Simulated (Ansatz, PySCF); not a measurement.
CuI, SMILES [Cu][I], multiplicity 1.

Geometry optimised at PBE0-D3(BJ)/def2-TZVP. The spin state was assumed, not searched. The def2 effective core potentials stand for the cores of I; spin–orbit coupling is left out.

Vertical ionisation energy (IE) and electron affinity (EA) in eV. Rows of orbital energies are one-electron estimates. Where ΔSCF, EOM or ADC give a negative EA the extra electron is unbound and the value depends on the basis.

| level | IE | EA |
|---|---|---|
| −ε(HOMO), −ε(LUMO), CAM-B3LYP/def2-TZVPD (PySCF) | 8.09 | 2.17 |
| −ε(HOMO), −ε(LUMO), PBE0/def2-TZVPD (PySCF) | 6.84 | 2.92 |
| −ε(HOMO), −ε(LUMO), PBE/def2-TZVPD (PySCF) | 5.76 | 3.83 |
| ΔSCF, PBE0/def2-TZVPD (Ansatz), final states of multiplicity 2 and 2 | 9.03 | 1.29 |
| ΔSCF, PBE/def2-TZVPD (Ansatz), final states of multiplicity 2 and 2 | 8.97 | 1.38 |

Problem. What vertical singlet–triplet gap does ΔSCF give with PBE0/def2-TZVPD (Ansatz, a quantum-chemistry and plane-wave program) and with PBE/def2-TZVPD (Ansatz)? (Estimate from the structure and the level; the computed values follow.)

Solution. 2.44 and 2.15 eV (triplet above singlet where positive).
